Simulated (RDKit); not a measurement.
A run for RDKit: MMFF94 on C4H4 (SMILES C1=CC=C1).

```python
from rdkit import Chem
from rdkit.Chem import AllChem, rdDetermineBonds

blocks = [
'''8

C    -0.82158282   -0.62310408   -0.01274775
C    -0.75050338    0.69988880    0.10158445
C     0.82158257    0.62310408    0.01274759
C     0.75050374   -0.69988885   -0.10158429
H    -1.62224137   -1.34668498   -0.03555137
H    -1.46942413    1.49768988    0.21025768
H     1.62224101    1.34668515    0.03555104
H     1.46942439   -1.49769002   -0.21025734
''',
]
mol = None
for b in blocks:
    f = Chem.MolFromXYZBlock(b)
    rdDetermineBonds.DetermineBonds(f, charge=0)
    mol = f if mol is None else Chem.CombineMols(mol, f)
Chem.SanitizeMol(mol)
print(Chem.MolToSmiles(Chem.RemoveHs(mol)))
ff = AllChem.MMFFGetMoleculeForceField(mol, AllChem.MMFFGetMoleculeProperties(mol), nonBondedThresh=100.0, ignoreInterfragInteractions=False)
e = ff.CalcEnergy()
print(f'MMFF94 energy {e:.6f} kcal/mol')
```

It printed:

```
C1=CC=C1
MMFF94 energy 18.766361 kcal/mol
```

The run finished.

Cost: around 0.010 core-seconds (rough).
